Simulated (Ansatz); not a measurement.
Geometry optimisation, Ansatz 0.2.0, RKS BLYP/def2-SVP.

Input file:

```yaml
crystal:
  periodic: [false, false, false]
  atoms:
    - { symbol: Al, position_ang: [0.0, 0.0, 0.0] }
    - { symbol: Cl, position_ang: [0.0, 0.0, 2.23] }
    - { symbol: O, position_ang: [1.5415, 0.0, -0.89] }
    - { symbol: H, position_ang: [1.8414, -0.9519, -1.0449] }
    - { symbol: F, position_ang: [-1.4635, 0.0, -0.845] }
basis:
  gaussian: { orbitals: def2-SVP }
hamiltonian:
  xc: blyp
relax:
  f_tol: 0.02
  max_steps: 40
```

Launched with:

```bash
$ ansatz run input.yaml --threads 1 --pin off --max-ram 2048MiB --backend cpu --events-out ev --progress --plain --runs-dir out
```

Problem. Where does it end, and by what steps?

Solution. It converged. After 11 steps the energy has fallen by 0.361 eV; O3 moved furthest, 0.55 Å.

| step | energy less start (eV) | largest force component (eV/Å) | accepted |
| --- | --- | --- | --- |
| 0 | 0.0000 | 1.652 | yes |
| 1 | -0.1774 | 0.800 | yes |
| 2 | -0.2137 | 0.435 | yes |
| 3 | -0.2397 | 0.488 | yes |
| 4 | -0.2548 | 0.593 | yes |
| 5 | -0.2939 | 0.388 | yes |
| 6 | -0.3460 | 0.153 | yes |
| 7 | -0.3499 | 0.222 | yes |
| 8 | -0.3442 | 0.969 | no |
| 9 | -0.3569 | 0.123 | yes |
| 10 | -0.3570 | 0.557 | yes |
| 11 | -0.3613 | 0.011 | yes |

```xyz
5
Properties=species:S:1:pos:R:3
Al -0.052 -0.087 -0.036
Cl 0.092 -0.033 2.063
O 1.254 -0.432 -1.072
H 2.154 -0.625 -0.760
F -1.528 0.225 -0.745
```

Whether the end is a true minimum wasn't checked by a vibrational analysis.

Time of the run: 18 s on 1 thread of AMD EPYC 7R43 64-Core Processor (Zen 3), on a shared host, peak memory 0.16 GiB.
